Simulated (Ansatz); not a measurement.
Input for Ansatz (a first-principles code): U-wB97M-V/def2-TZVPP on RuF+, 2S+1 = 5, a spin state set in the input, which need not be the lowest, a point of a bond scan (R = 1.815 Å). Charge +1. Elements past Kr take the def2 small-core potentials; no spin–orbit coupling.

Ansatz 0.2 input:
```yaml
crystal:
  periodic: [false, false, false]
  atoms:
    - {symbol: Ru, position_ang: [0.00000000, 0.00000000, 0.00000000]}
    - {symbol: F, position_ang: [0.00000000, 0.00000000, 1.81470800]}
basis:
  gaussian:
    orbitals: def2-TZVPP
    pivot_positions_ang: [[0.00000000, 0.00000000, 0.00000000], [0.00000000, 0.00000000, 1.81470800]]
hamiltonian:
  xc: {name: wB97M-V}
total_charge: 1
magnetization: {spin_polarized: true, initial_magnetization: 4}
output: {forces: true, orbitals: {seedname: ./end}}
```

Task: What total energy does the run end on?

Result: -194.3202 hartree.

Task: How many basis functions does it have, and what does it roughly cost on one machine?

Result: 87 functions; about 20 core-seconds (a rough figure).
